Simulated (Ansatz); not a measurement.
```xyz
8

C    -0.6140   -1.1742   -1.9204
C    -0.6987   -0.4141   -0.9977
O    -0.8019    0.4105   -0.0042
Si    0.4764    0.5816    1.0657
Br   -0.1858    2.0653    2.5366
H    -0.5531   -1.8441   -2.7428
H     0.7240   -0.7126    1.7302
H     1.6530    1.0876    0.3326
```

The species carries charge 0 and has multiplicity 1.

Q: List the ωB97M-V/def2-TZVPP orbital energies in eV (the Gaussian-basis code of Ansatz). (An estimate is asked.)

A: Ansatz gave: Occupied: -13157.19, -1809.18, -1709.53, -1537.72, -1537.67, -1537.67, -528.07, -283.30, -281.32, -242.38, -182.06, -181.88, -181.87, -150.08, -104.25, -104.21, -104.14, -75.43, -75.38, -75.37, -75.23, -75.23, -33.56, -25.06, -23.81, -20.33, -17.54, -16.77, -15.71, -15.47, -13.10, -12.91, -11.44, -11.11, -10.12, -9.83. Lowest empty: 1.46, 1.78, 2.79, 3.25, 3.63, 3.87, 4.40, 4.46.
